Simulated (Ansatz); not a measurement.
Relaxation of ClF$_{2}$H$_{3}$O$_{2}$W (9 atoms, charge 0, multiplicity 1), to a largest force component of 0.02 eV/Å in at most 40 steps.

Theory: RKS PBE/def2-SVP (Ansatz 0.2.0).

```xyz
9
Properties=species:S:1:pos:R:3
W 0.000 0.000 0.000
F 0.000 0.000 1.850
O 1.940 0.000 0.000
H 2.277 -0.952 -0.020
H 0.000 1.720 0.000
O -1.940 0.000 0.000
H -2.277 -0.126 0.944
F 0.000 -1.850 0.000
Cl 0.000 0.000 -2.390
```

Q: Where does it end, and by what steps?

A: It converged. After 19 steps the energy has fallen by 0.989 eV; H7 moved furthest, 0.94 Å.

| step | energy less start (eV) | largest force component (eV/Å) | accepted |
| --- | --- | --- | --- |
| 0 | 0.0000 | 2.836 | yes |
| 1 | -0.5642 | 1.035 | yes |
| 2 | -0.7194 | 0.816 | yes |
| 3 | -0.7731 | 0.709 | yes |
| 4 | -0.7974 | 0.256 | yes |
| 5 | -0.8083 | 0.148 | yes |
| 6 | -0.8285 | 0.498 | yes |
| 7 | -0.8488 | 0.727 | yes |
| 8 | -0.8728 | 0.527 | yes |
| 9 | -0.9210 | 0.635 | yes |
| 10 | -0.9464 | 0.286 | yes |
| 11 | -0.9521 | 0.633 | yes |
| 12 | -0.9641 | 0.297 | yes |
| 13 | -0.9805 | 0.205 | yes |
| 14 | -0.9740 | 0.757 | no |
| 15 | -0.9873 | 0.056 | yes |
| 16 | -0.9876 | 0.208 | yes |
| 17 | -0.9892 | 0.045 | yes |
| 18 | -0.9894 | 0.021 | yes |
| 19 | -0.9894 | 0.005 | yes |

```xyz
9
Properties=species:S:1:pos:R:3
W 0.010 0.111 -0.056
F 0.241 0.577 1.771
O 1.776 -0.440 -0.342
H 2.146 -1.286 -0.018
H 0.160 1.823 0.038
O -1.843 -0.139 0.036
H -2.272 -0.919 0.442
F -0.053 -1.679 0.768
Cl -0.166 0.745 -2.255
```

Whether the end is a true minimum wasn't checked by a vibrational analysis.

Run time: 56 s on 2 threads of Arm Neoverse V2, with other jobs on the host, peak memory 0.17 GiB.
